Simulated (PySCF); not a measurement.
CrO₂F₂, SMILES [F][Cr]([F])(=[O])=[O], multiplicity 1. Heavy atoms are numbered as in [Cr:1](=[O:2])(=[O:3])([F:4])[F:5].

Geometry: PBE0-D3(BJ)/def2-SVP. The multiplicity is an assumed one; other spin states were not compared. The isomer is the one that the SMILES or the coordinates give; other isomers of the formula were not compared.

Level of theory: HF/pcSseg-1 run with PySCF.

GIAO shieldings, no solvent; atoms alike by connectivity are averaged. δ = σ(ref) − σ: ¹⁷O against H2O (σ = 333.0 ppm); ¹⁹F against CFCl3 (σ = 238.5 ppm), references at their B3LYP-D3(BJ)/def2-TZVP geometries, non-relativistic.

```
nucleus  atoms  count  δ (ppm)
-------  -----  -----  -------
¹⁷O         O2      2   7992.3
¹⁹F         F4      2   -136.2
```
